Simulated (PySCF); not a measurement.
# Field gradients at the hydrogen positions

Compound: C2H13NSSi3.
Geometry (GFN2-xTB, Å), atoms numbered from 1 in this order:
```
atom  x, y, z in Å
C1    -2.3151    1.6654   -0.0528
Si2   -1.4575    0.6374    1.2952
Si3    0.1501   -0.6738    0.2212
C4    -0.6776   -2.0046   -0.8833
S5     1.0487   -1.8512    1.8673
Si6    1.8927    0.3065   -0.9875
N7     2.7363    1.2343    0.1925
H8    -2.8467    1.0360   -0.7605
H9    -1.5940    2.2537   -0.6125
H10   -3.0364    2.3527    0.3768
H11   -0.8596    1.5672    2.2644
H12   -2.5038   -0.0978    2.0261
H13   -1.3511   -2.6394   -0.3134
H14    0.0538   -2.6516   -1.3629
H15   -1.2568   -1.5312   -1.6705
H16    1.4025   -2.8845    1.1212
H17    2.7370   -0.6466   -1.7407
H18    1.4163    1.2929   -1.9623
H19    3.4856    1.8432   -0.0932
H20    2.9705    0.8019    1.0719
```

Level: PBE0/pcSseg-1 (PySCF, non-relativistic); Q(2H) = 0.00286 b; rigid geometry, the same for H and D, with no vibrational averaging.

Question: Rank these positions by the coupling χzz of a deuteron there, largest first.
A. H10 (methyl hydrogen)
B. H17 (Si–H hydrogen)
C. H19 (N–H hydrogen)
D. H16 (S–H hydrogen)
E. H12 (Si–H hydrogen)
F. H20 (N–H hydrogen)

Answer: C (289 kHz), F (285 kHz), A (220 kHz), D (178 kHz), E (106 kHz), B (101 kHz).

Question: What are Vzz, η and χzz (234.96 MHz × Q × Vzz) at all hydrogens?

Answer: 
| atom | bonded to | bond length (Å) | Vzz (au) | η | χzz (kHz) |
| --- | --- | --- | --- | --- | --- |
| H8 | C1 | 1.086 | 0.3253 | 0.01 | 219 |
| H9 | C1 | 1.086 | 0.3240 | 0.01 | 218 |
| H10 | C1 | 1.085 | 0.3277 | 0.01 | 220 |
| H11 | Si2 | 1.470 | 0.1595 | 0.01 | 107 |
| H12 | Si2 | 1.473 | 0.1578 | 0.01 | 106 |
| H13 | C4 | 1.087 | 0.3223 | 0.02 | 217 |
| H14 | C4 | 1.088 | 0.3218 | 0.01 | 216 |
| H15 | C4 | 1.086 | 0.3256 | 0.01 | 219 |
| H16 | S5 | 1.323 | 0.2642 | 0.11 | 178 |
| H17 | Si6 | 1.479 | 0.1505 | 0.02 | 101 |
| H18 | Si6 | 1.466 | 0.1611 | 0.03 | 108 |
| H19 | N7 | 1.007 | 0.4308 | 0.16 | 289 |
| H20 | N7 | 1.008 | 0.4241 | 0.17 | 285 |

Question: Average by the element that carries the hydrogen.

Answer: on C: 218 kHz over 6 positions, mean bond length 1.086 Å; on Si: 106 kHz over 4 positions, mean bond length 1.472 Å; on S: 178 kHz over 1 position, mean bond length 1.323 Å; on N: 287 kHz over 2 positions, mean bond length 1.007 Å.

Isolated species at its GFN2-xTB geometry (one conformer only). GFN2-xTB bond lengths can be off by several hundredths of an ångström, more for odd bonds, and the gradients follow them. These gradients aren't converged with respect to the basis.
